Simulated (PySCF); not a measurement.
C4H3ClF2, SMILES C#CC(F)(F)CCl. Atoms are numbered in the order given.

```xyz
10

C      2.5326    -0.4293    -0.2967
C      1.3544    -0.5805    -0.0772
C     -0.0873    -0.7414     0.1544
F     -0.3575    -0.6425     1.4830
F     -0.4773    -1.9941    -0.2368
C     -0.9663     0.2395    -0.6192
Cl    -0.6027     1.9399    -0.2144
H      3.5825    -0.2975    -0.4841
H     -0.8127     0.0903    -1.6952
H     -2.0115     0.0273    -0.3578
```
Charge 0, spin multiplicity 1.

Coordinates come from a B3LYP-D3(BJ)/def2-SVP optimisation. The structure was generated by enumeration, and PubChem lists no compound with its InChIKey, so it may never have been made. Other conformers were not sampled.

Level of theory: HF/pcSseg-1 (PySCF).

GIAO shieldings, no solvent; atoms listed in one row are averaged. δ = σ(ref) − σ: ¹³C against TMS (σ = 192.6 ppm); ¹⁹F against CFCl3 (σ = 238.5 ppm); ³⁵Cl against HCl (σ = 958.2 ppm); ¹H against TMS (σ = 31.99 ppm), references at their B3LYP-D3(BJ)/def2-TZVP geometries, non-relativistic (without spin–orbit terms, shifts of atoms bonded to Cl or Br come out too high).

| nucleus | atoms | count | δ (ppm) |
|---|---|---|---|
| ¹³C | C3 | 1 | 102.7 |
| ¹³C | C1 | 1 | 90.1 |
| ¹³C | C2 | 1 | 75.0 |
| ¹³C | C6 | 1 | 51.3 |
| ¹⁹F | F5 | 1 | -79.0 |
| ¹⁹F | F4 | 1 | -84.1 |
| ³⁵Cl | Cl7 | 1 | 23.2 |
| ¹H | H10 | 1 | 4.01 |
| ¹H | H9 | 1 | 3.68 |
| ¹H | H8 | 1 | 3.60 |
